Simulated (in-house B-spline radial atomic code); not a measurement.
How numerical settings move a run on Te III (Te2+), [Kr] 4d10 5s2 5p2. Computed with a B-spline radial code for spherical atoms: non-relativistic AM05, spherical fractional occupations, point nucleus.

Command:
```bash
python run_scf.py task.json out
```
Settings of the sound reference run:
```
Z                52
electrons        50
configuration    [Kr] 4d10 5s2 5p2
hamiltonian      nr
method           am05
spin_polarised   False
knot_spacing     0.22
spline_order     8
gauss_points     12
box_radius       22.22
max_iterations   70
damping          0.5
damped_steps     3
diis_vectors     10
tolerance        1e-08
start            Thomas-Fermi
```

Run time, properties included: 0.26 s on 1 thread of Arm Neoverse N1, with other jobs on the host.

It converges in 9 iterations to -6607.782359 hartree, with 5p at -22.2509 eV. The other runs change the listed settings, some to values that make no sense; their results aren't properties of the atom or ion. Radii are in bohr (the nuclear one in fm), a minus after a letter asks for a j subshell, and «unchanged» means within 1e-8 hartree. The run stops when the residual is below 10 × tolerance × max(1, Z/10), or a noise floor if that is larger, and the energy moves by less than 1e-8 × √|E| hartree; so very loose and very tight tolerances often act alike.

```tsv
changed settings	outcome
electrons = 51, configuration = [Kr] 4d10 5s2 5p2 3f1, max_iterations = 60	stopped with error: there is no 3f shell
box_radius = 4.44, first_knot = 0.0577, max_iterations = 12, damping = 0.8	converged in 10 iterations, energy +8.58e-02 hartree from the reference, 5p level +1.6e+00 eV (the program warns: 5p reaches the box edge; 4d reaches the box edge)
first_knot = 0.00192	converged in 9 iterations, energy +5.26e-07 hartree from the reference, 5p level -6.3e-07 eV
box_radius = 0.89	converged in 8 iterations, energy +3.74e+02 hartree from the reference, 5p level +1.4e+03 eV (the program warns: 5p has a positive eigenvalue: unbound, held by the box; 4s has a positive eigenvalue: unbound, held by the box)
first_knot = 0.0577	converged in 9 iterations, energy +5.70e-03 hartree from the reference, 5p level -4.1e-06 eV
box_radius = 88.88	converged in 9 iterations, energy unchanged
box_radius = 6.67	converged in 9 iterations, energy +9.38e-04 hartree from the reference, 5p level +3.8e-02 eV (the program warns: 5p reaches the box edge; 5s reaches the box edge)
max_iterations = 75, damped_steps = 8, diis_vectors = 1	converged in 13 iterations, energy unchanged, 5p level +1.6e-05 eV
electrons = 51, configuration = [Kr] 4d10 5s2 5p2 6p-1, max_iterations = 75	stopped with error: j subshells need the Dirac Hamiltonian and l > 0
first_knot = 1.92e-06	converged in 9 iterations, energy -2.60e-06 hartree from the reference, 5p level +8.2e-07 eV
box_radius = 1.33, max_iterations = 100, damping = 0, start = bare nucleus	converged in 9 iterations, energy +7.40e+01 hartree from the reference, 5p level +4.1e+02 eV (the program warns: 5p has a positive eigenvalue: unbound, held by the box; 4p has a positive eigenvalue: unbound, held by the box)
box_radius = 4.44	converged in 9 iterations, energy +8.01e-02 hartree from the reference, 5p level +1.6e+00 eV (the program warns: 5p reaches the box edge; 4d reaches the box edge)
first_knot = 0.0192	converged in 9 iterations, energy -3.21e-06 hartree from the reference, 5p level +6.3e-07 eV
first_knot = 1.92e-05	converged in 9 iterations, energy +2.09e-07 hartree from the reference, 5p level -7.3e-07 eV
box_radius = 11.11	converged in 9 iterations, energy +5.01e-08 hartree from the reference, 5p level +5.2e-06 eV (the program warns: 5p reaches the box edge)
box_radius = 2.22	converged in 8 iterations, energy +6.52e+00 hartree from the reference, 5p level +5.8e+01 eV (the program warns: 5p has a positive eigenvalue: unbound, held by the box; 5s has a positive eigenvalue: unbound, held by the box)
```

Task: What happens with hamiltonian = dirac, method = hf, spin_polarised = True, nucleus = fermi, rms_radius = 4.7423, mass_number = 130, atomic_mass = 129.9062, speed_of_light = 137.036?

Result: Stopped with error: spin polarisation is not served with the Dirac Hamiltonian.

Task: What happens with first_knot = 0.00577?

Result: Converged in 9 iterations, energy +5.22e-07 hartree from the reference, 5p level -6.3e-07 eV.

Task: What happens with gauss_points = 6, box_radius = 4.44, max_iterations = 50, start = bare nucleus?

Result: Converged in 11 iterations, energy +8.01e-02 hartree from the reference, 5p level +1.6e+00 eV (the program warns: 5p reaches the box edge; 4d reaches the box edge).

Task: What happens with first_knot = 0.000192?

Result: Converged in 9 iterations, energy -3.06e-06 hartree from the reference, 5p level +8.0e-07 eV.
